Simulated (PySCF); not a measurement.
Bonds (- single, = double, # triple, : aromatic): O1-C2 1.347 Å, C2:C3 1.400 Å, C3:C4 1.393 Å, C4:C5 1.392 Å, C5:C6 1.392 Å, C6-F7 1.332 Å, C6:C8 1.387 Å, C8:C2 1.398 Å. O1 carries H9; C3 carries H10; C4 carries H11; C5 carries H12; C8 carries H13.

PySCF 2.14 calculation with PBE0/pcSseg-1 with gauge-including orbitals and coordinates at the PBE0-D3(BJ)/def2-SVP level; one computed conformer, relativity neglected, in vacuum.

References, each an isolated molecule treated in the same way: ¹³C and ¹H vs TMS; ¹⁷O vs H2O; ¹⁹F vs CFCl3.

```tsv
atoms	nucleus	count	δ (ppm)
C4	¹³C	1	?
C3	¹³C	1	111.6
H10	¹H	1	6.26
F7	¹⁹F	1	-107.9
H12	¹H	1	6.66
O1	¹⁷O	1	?
H11	¹H	1	?
C2	¹³C	1	163.8
C6	¹³C	1	172.3
H9	¹H	1	3.95
C5	¹³C	1	111.8
C8	¹³C	1	106.9
H13	¹H	1	?
```

Problem. Fill in the missing shifts.

Solution. 
- C4: 135.6 ppm, aromatic CH; the aromatic region
- H11: 7.21 ppm, hydrogen on an aromatic CH; it sits in the deshielding region of the aromatic ring current
- H13: 6.69 ppm, hydrogen on an aromatic CH; π donation from the O or N substituent shields it against benzene
- O1: 127.5 ppm, phenol-type oxygen

OH and NH positions are those of a molecule without intermolecular hydrogen bonds; in solution they move with solvent, concentration and temperature, and exchange usually removes their couplings. Shifts are as computed. Against solution values, carbons near 30 ppm lie about +2 ppm off and those near 130 ppm about +4 ppm. Of 246 compounds with measured shifts, 49 miss one by over three times the rms of a fit or turn the order of signals round; such compounds aren't used in these exercises. Unscaled 19F shifts against computed CFCl3 carry errors that often reach 10 to 50 ppm. Experimental scales use liquid or dissolved standards, which lie at an offset from isolated H2O (liquid H2O: subtract about 36 ppm).
